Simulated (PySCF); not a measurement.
C5H7FNO2 (doublet state).
Cartesian coordinates in Å at the GFN2-xTB level; atoms count from 1:
```
atom  x, y, z in Å
C1     2.354   -0.711    0.210
O2     1.256   -0.168    0.908
C3     0.366    0.553    0.078
N4    -0.710    1.042    0.892
C5    -1.931    0.508    0.644
O6    -2.936    0.728    1.265
C7    -1.801   -0.392   -0.591
C8    -0.371   -0.272   -0.940
F9    -0.009   -0.150   -2.236
H10    2.937    0.077   -0.281
H11    2.025   -1.433   -0.544
H12    2.967   -1.211    0.956
H13    0.928    1.376   -0.411
H14   -0.519    1.546    1.745
H15   -2.100   -1.405   -0.303
H16   -2.463   -0.080   -1.403
```

The hyperfine couplings belong to this conformer and change with its torsions.

As a line formula: `CO[C@@H]1NC(=O)C[C]1F` [radical].

Computed with UKS B3LYP, pcH-1 on C F H N O, non-relativistic, mean-field spin-orbit, GIAO (PySCF 2.14.0). The structure is a single GFN2-xTB conformer in the gas phase; no vibrational or solvent corrections. Couplings are sensitive to structure, and on GFN2-xTB geometries they can be far from those on DFT ones. Stability of the SCF solution: not tested.

(1) Give the principal g shifts and their parts.

(2) How much does each term add to the isotropic shift?

(3) At 9.715 GHz, how far is the centre of the isotropic spectrum from where a free electron (g = 2.002319) resonates?

(4) What effective moment and Curie constant follow for a powder?

(5) In a frozen sample, at which fields do the three g values resonate at 9.5, 34, 94 and 263 GHz (hyperfine left aside), and which band first spreads them over more than twice a line width of 0.3 mT?

Results:

(1) 
| Δg (ppm) | 1 | 2 | 3 |
| --- | --- | --- | --- |
| relativistic mass correction | -210 | -210 | -210 |
| gauge correction | 17 | 46 | 42 |
| orbital Zeeman/spin–orbit | -150 | 1932 | 2546 |
| total | -343 | 1768 | 2378 |

So g = 2.00198, 2.00409, 2.00470 and g_iso = 2.00359; the tensor is rhombic: the two nearest values differ by 22 % of g3 − g1. Axes: g2 points within 14° of the C8–F9 bond.

(2) The orbital-Zeeman/spin–orbit term 1443, the mass correction -210 and the gauge correction 35 ppm, for a total of 1268 ppm. The orbital-Zeeman/spin–orbit term is the largest in size. The mass correction is the same along every axis, so the anisotropy comes from the other two: their spans along these axes are 30 (gauge) and 2696 ppm (orbital Zeeman/spin–orbit).

(3) B = hν/(g μB) with μB/h = 13.99624 MHz/mT gives 346.66 mT for the free electron and 346.44 mT at g_iso, 0.22 mT lower.

(4) With the mean of g² = 4.0144 and S(S+1) = 0.75: μ_eff = √(⟨g²⟩S(S+1)) = 1.735 μB and χT = 0.12505·⟨g²⟩·S(S+1) = 0.377 cm³ K/mol (cgs; spin-Hamiltonian part alone).

(5) 
```csv
band,GHz,B(g3) mT,B(g2) mT,B(g1) mT,spread mT
X,9.5,338.58,338.68,339.04,0.46
Q,34.0,1211.77,1212.13,1213.41,1.65
W,94.0,3350.17,3351.20,3354.73,4.55
J,263.0,9373.36,9376.22,9386.10,12.74
```

The spread grows in proportion to the frequency. Q band is the first where it exceeds 0.6 mT.

Largest spin populations (Mulliken): C8 (+0.89), F9 (+0.07) and C7 (-0.07). C8 is the only atom above +0.15. The positive populations add up to 1.10 and the negative ones to -0.10, together 2S = 1. The angles at C8 add up to 348.6°, so it is slightly pyramidal.

The HOMO–LUMO gaps are 6.43 eV among the α and 5.08 eV among the β orbitals.

Time: 76 s (with the writing of density and orbital grids); peak memory 0.97 GiB. Hardware: one thread, Arm Neoverse V2 (aarch64), no GPU, shared host with 32 logical CPUs at a one-minute load of 37.
